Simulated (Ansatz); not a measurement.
Computed with frozen-core CCSD(T)/cc-pVTZ // PBE-D3(BJ)/def2-TZVP in Ansatz (a first-principles code). The geometry is that of the parent before the electron was removed.

Ansatz 0.2 input:
```yaml
crystal:
  periodic: [false, false, false]
  atoms:
    - { symbol: Si, position_ang: [-1.131013, 0.012897, 0.127692] }
    - { symbol: Al, position_ang: [1.290154, -0.01243, -0.166843] }
    - { symbol: Cl, position_ang: [2.364997, -1.82146, -0.259341] }
    - { symbol: Cl, position_ang: [2.400839, 1.771081, -0.314052] }
    - { symbol: H, position_ang: [-1.44975, -0.033375, 1.590773] }
    - { symbol: H, position_ang: [-1.753869, -1.177804, -0.530185] }
    - { symbol: H, position_ang: [-1.721358, 1.261092, -0.448043] }
basis:
  gaussian: { orbitals: cc-pVTZ }
correlation:
  method: ccsd_t
total_charge: 1
magnetization:
  spin_polarized: true
  initial_magnetization: 1
```

Output:

```
Functional definition: HF
1046 factors; integrals over basis functions are off by at most 9.9e-4 eV
mean field evaluation 1: about -39492.9791 eV, gradient 2.0e1 eV
mean field evaluation 2: about -39492.9887 eV, gradient 2.0e1 eV
mean field evaluation 4: about -39495.9225 eV, gradient 2.4e0 eV
mean field evaluation 8: about -39496.0267 eV, gradient 1.5e-1 eV
mean field evaluation 16: about -39495.3356 eV, gradient 1.0e1 eV
mean field evaluation 32: about -39493.5202 eV, gradient 1.3e0 eV
mean field evaluation 64: about -39494.5061 eV, gradient 1.3e-3 eV
mean field evaluation 96: about -39493.5548 eV, gradient 2.7e-1 eV
mean field evaluation 128: about -39493.7777 eV, gradient 4.1e-3 eV
mean field evaluation 160: about -39492.8121 eV, gradient 1.9e-2 eV
mean field evaluation 192: about -39494.5061 eV, gradient 1.5e-3 eV
mean field evaluation 224: about -39492.8121 eV, gradient 8.0e-4 eV
mean field -39496.02788802 eV, -1451.4522535155 hartree, gradient 2.0e-6 eV, S^2 0.761903; 8 other end points of the search recorded, 0 dependent functions left out
determinant -39496.02788802 eV, -1451.4522535155 hartree, with singles and doubles -39512.61460757 eV, -1452.0618042161 hartree
determinant -39494.50607011 eV, -1451.3963277390 hartree, with singles and doubles -39511.34567594 eV, -1452.0151718388 hartree
determinant -39494.19871295 eV, -1451.3850325714 hartree, with singles and doubles -39511.08980365 eV, -1452.0057687055 hartree
determinant -39493.77772676 eV, -1451.3695616146 hartree, with singles and doubles -39510.34660692 eV, -1451.9784567296 hartree
determinant -39493.55078796 eV, -1451.3612217673 hartree, with singles and doubles -39510.59573587 eV, -1451.9876120494 hartree
determinant -39492.81210617 eV, -1451.3340757122 hartree, with singles and doubles -39509.82187174 eV, -1451.9591730674 hartree
20 core orbitals not correlated
reference -39496.02788802 eV, -1451.4522535155 hartree; 12, 11 occupied and 146, 147 virtual orbitals, 1046 factors
second order -14.83880555 eV of doubles, -0.00000000 eV of singles
cycle   1  -16.42211443 eV  change   -6.8e-1 eV  update   2.6e-2
cycle   2  -16.44680671 eV  change   -2.5e-2 eV  update   7.2e-3
cycle   3  -16.44820032 eV  change   -1.4e-3 eV  update   4.7e-3
cycle   4  -16.45208261 eV  change   -3.9e-3 eV  update   2.9e-3
cycle   5  -16.45412772 eV  change   -2.0e-3 eV  update   2.0e-3
cycle   6  -16.45433416 eV  change   -2.1e-4 eV  update   7.6e-4
cycle   7  -16.45435368 eV  change   -2.0e-5 eV  update   3.9e-4
cycle   8  -16.45425606 eV  change    9.8e-5 eV  update   1.4e-4
cycle   9  -16.45421201 eV  change    4.4e-5 eV  update   6.8e-5
cycle  10  -16.45418687 eV  change    2.5e-5 eV  update   2.7e-5
perturbative correction -0.70114525 eV, -0.0257666128 hartree
Total energy: -39513.18322014 eV, -1452.0827003426 hartree
```

Cost: about 6 core-minutes (a rough figure).
